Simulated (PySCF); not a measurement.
# How methods differ on the excitation energy of Rh

Rh [Kr] 4d8 5s1 (4F) → Rh [Kr] 4d9 (2D), as a difference of total energies. Computed with PySCF 2.14 in x2c-TZVPPall with one added diffuse shell each of s, p, d, f type (9s7p7d3f1g, 95 functions), with scalar relativity by spin-free X2C-1e. Correlated levels: valence: [Kr] frozen; valence and next inner shell: [Ar] 3d10 frozen. The calculations carry no spin-orbit coupling.

Question: Order these methods by the excitation energy they give, lowest first.
A. wB97X
B. UHF
C. SCS-MP2 (valence)
D. PBE0

Answer: A (-0.082 eV), C (0.193 eV), D (0.510 eV), B (1.627 eV).

Errors of the correlated levels include the incompleteness of this basis and the frozen core.

For comparison: 0.342 eV (measured; NIST levels, between the centres of gravity of the two terms).
